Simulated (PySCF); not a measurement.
Several species in one continuum solvent.

All values: PBE0/pcSseg-1 (PySCF, non-relativistic), each on one gas-phase PBE0-D3(BJ)/def2-SVP geometry that isn't relaxed in the solvent. The solvent is an IEF-PCM continuum (cavity from Bondi-type radii × 1.2). Specific hydrogen bonds and non-electrostatic terms are outside this model.

Task: Order them by E(solvent) − E(gas) in benzene (ε = 2.271), most negative first (kcal/mol).
A. `[NH+]#CC1=CCC=C1` (protonated 2-cyano-1,3-cyclopentadiene)
B. `[CH3:1][CH2:2][CH2:3][AlH2:4]` with C1–C2–C3–Al4 63°, C2–C3–Al4–H -154° and 28°
C. `[CH2:1]=[N:2][c:3]1[cH:4][cH:5][c:6]([B:7]([OH:8])[OH:9])[s:10]1` with C1–N2–C3–C4 -177°, C6–B7–O8–H 180°, C6–B7–O9–H -179°
D. `[S:1]1[S:2][S:3][S:4][S:5][S:6][S:7][S:8]1` with S8–S1–S2–S3 99°, S1–S2–S3–S4 -99°, S2–S3–S4–S5 99°, S3–S4–S5–S6 -99° (cyclooctasulfur)

Result: A (-31.4), C (-5.3), B (-1.7), D (-1.1).

```
           SMILES  charge  ΔE (kcal/mol)  polarisation term (kcal/mol)  HOMO shift (eV)  dipole gas (D)  dipole solvent (D)  atoms
 [NH+]#CC1=CCC=C1       1          -31.4                         -31.7            +2.35               –                   –     13
C=Nc1ccc(B(O)O)s1       0           -5.3                          -5.6            -0.08            3.47                3.78     16
    CC[CH2][AlH2]       0           -1.7                          -1.8            +0.11            0.87                0.95     13
       S1SSSSSSS1       0           -1.1                          -1.1            +0.11            0.00                0.00      8
```

The ion comes first with 31.4 kcal/mol, the neutral species gain 5.3 at most. The polarisation term is half the interaction of the solute with the induced surface charges. No dipole is given for ions, as it depends on the origin.
